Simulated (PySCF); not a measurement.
Positional isomers: azulene fluoro+boryl. Gas-phase values, no solvent. One relaxed conformer stands for each flexible species; it need not be the lowest. Strings in code marks are SMILES.

The T1 excitation (TDA) from two functionals at the same geometries (B3LYP-D3(BJ)/def2-SVP), both in PySCF: PBE-D3(BJ)/def2-TZVP and TPSSh-D3(BJ)/def2-TZVP. Excitations are Tamm–Dancoff values on a coarser integration grid. The basis has no diffuse functions, so Rydberg states are missing or too high.

```csv
species,PBE-D3(BJ)/def2-TZVP (eV)
`Bc1cc(F)ccc2cccc1-2`,1.39
`Bc1cc2cccc(F)cc-2c1`,1.31
`Bc1cc2ccccc(F)c-2c1`,1.59
`c1cc2-c(ccc2B)c(cc1)F`,2.21
```

**Question.** What does TPSSh-D3(BJ)/def2-TZVP give for each?

**Answer.** 
- `Bc1cc(F)ccc2cccc1-2`: 1.50
- `Bc1cc2cccc(F)cc-2c1`: 1.40
- `Bc1cc2ccccc(F)c-2c1`: 1.67
- `c1cc2-c(ccc2B)c(cc1)F`: 2.28
Over these rows, drawn at random from the members with no instability flagged (it was tested for open shells, ions and some series alone), PBE minus TPSSh-D3(BJ): mean -0.09 eV, from -0.11 eV to -0.07 eV.
